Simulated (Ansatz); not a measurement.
C2H3F2In, SMILES `C=[CH][In]([F])[F]`. Charge 0, multiplicity 1. In takes the def2 core potential.

```xyz
8

C     0.2072   -1.4927   -0.2237
C    -0.2280   -0.5244    0.5743
In   -0.1034    1.4898   -0.0030
F    -0.6484    3.0896    0.9464
F     0.6418    2.0393   -1.7127
H     0.1448   -2.5368    0.0756
H     0.6422   -1.3029   -1.2000
H    -0.6561   -0.7618    1.5431
```

Problem. What are the harmonic wavenumbers in cm⁻¹ at PBE0-D4/def2-TZVP (Ansatz, finite differences of forces, unscaled)? (Best estimate.)

Solution. The calculation gave: 59, 67, 144, 147, 269, 466, 527, 591, 607, 1008, 1015, 1039, 1262, 1436, 1654, 3129, 3181, 3217.

Problem. Is this a minimum?

Solution. Yes, all 18 modes are real.

Problem. Give the ideal-gas thermochemistry at 298.15 K and 1 bar (rigid rotor, harmonic oscillator; point group Cs, symmetry number 1).

Solution. Zero-point energy 118.5 kJ/mol; H(298) − E = 139.7 kJ/mol; entropy 364.7 J/(mol·K), of which translation 173.6, rotation 114.4, vibration 76.7; G(298) − E = 30.9 kJ/mol. Modes under 100 cm⁻¹ are hindered rotations or soft bends, so the harmonic entropy is rough.

Problem. Rotational constants (cm⁻¹)?

Solution. 0.1735, 0.07129, 0.05053.
